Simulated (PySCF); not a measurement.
## Energy of Pt (platinum, neutral) between two integer charges

The 6s alpha orbital of [Xe] 4f14 5d9 6s1 is emptied in steps (occupation f), with all orbitals relaxed, ending at [Xe] 4f14 5d9. Computed with PySCF 2.14 in def2-TZVP with the def2 core potential (60 electrons) (6s4p3d1f, 40 functions), with a scalar-relativistic core potential. The exact energy is a straight line in f; departures are measured from the line between the end points of the same method.

```csv
f,UHF (eV)
1,0.000
0.9,0.029
0.7,0.067
0.5,0.079
0.3,0.066
0.1,0.028
0,0.000
```

```
method  E(f=0) − E(f=1) (eV)  −ε at f=1 (eV)  −ε at f=0.5 (eV)
   UHF                 7.574           7.899             7.570
```

Orbital energy along the path (eV):

```csv
f,UHF
1,-7.899
0.9,-7.831
0.7,-7.698
0.5,-7.570
0.3,-7.447
0.1,-7.326
0,-7.266
```

Reference removal energy between the ground levels: 8.959 eV (measured; NIST Atomic Spectra Database, ionization energies). The calculation has no spin-orbit coupling. UHF lacks correlation.
